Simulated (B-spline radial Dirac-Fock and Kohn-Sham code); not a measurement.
# Atomic SCF run for B

ΔSCF core binding energies without Breit or QED terms, calculated with a radial finite-basis atomic code. Keys: rel is the Hamiltonian (dirac, or spin-free x2c and nr, where L3 and M5 stand for the whole 2p and 3d shells), method is hf or an exchange,correlation pair (spin-unpolarised, also for the hole states), nuc the nuclear model, radius_factor scales its radius, rmax is the box in bohr, h the logarithmic mesh step, order the B-spline order, points the quadrature points per cell, c_factor scales the speed of light, and damp, ndamp, maxit and tol steer the iteration. The run stops when the commutator error falls below 10·tol·max(1, Z/10), or the numerical noise floor, and the energy has settled to about 1e-8 Ha; the virial ratio is −V/T.

Input (task.json):

```json
{"items": [{"Z": 5, "q": 0, "cfg": [[1, 0, 2], [2, 0, 2], [2, 1, 1]], "A": 11, "rrms": 2.406, "do": "settings", "holes": ["K", "L3", "M5"],
  "settings": [{"rel": "dirac", "method": "hf", "nuc": "fermi", "radius_factor": 1.0, "rmax": 45.0, "h": 0.3, "order": 8, "points": 10, "c_factor": 1.0, "maxit": 51, "damp": 0.5, "ndamp": 3, "tol": 1e-08, "cfg": "1s2 2s2 2p3"}]}]}
```

Command: `python xray2_run.py task.json out`

Ground-state iterations:

```
iter   energy (Ha)        error
   1      -23.94788530  1.88e-01
   2      -24.10396414  4.04e-02
   3      -24.11595473  5.92e-02
   4      -24.11412873  4.51e-02
   5      -22.14504445  1.55e-02
   6      -23.30911306  1.38e-01
   7      -23.45458555  1.22e-01
   8      -23.60260907  1.07e-01
   9      -23.72764190  8.90e-02
  10      -23.70726463  9.30e-02
  11      -23.83779805  7.88e-02
  12      -23.78283959  8.43e-02
  13      -23.84006557  7.88e-02
  14      -24.01705402  5.91e-02
  15      -23.87621098  7.56e-02
  23      -24.22957919  2.87e-02
  31      -24.22444810  4.02e-02
  39      -24.41744646  6.35e-03
  47      -24.41627703  2.44e-03
  51      -24.41281363  2.02e-03
```

The ground state had not converged after 51 iterations, with total energy -24.41281 Ha, virial ratio 1.99641 and highest orbital energy 1.23 eV. Holes are computed only in closed shells, and unreliable hole states are left out.

Q: One setting is unsound. Which, and why?

A: cfg describes an anion whose outer electrons are not bound. With the default settings (Dirac Hartree-Fock): The ground state converged in 10 iterations, with total energy -24.53655 Ha, virial ratio 1.99939 and highest orbital energy -8.43 eV. ΔSCF binding energies: K (1s) 200.9 eV. Holes are computed only in closed shells, and unreliable hole states are left out.
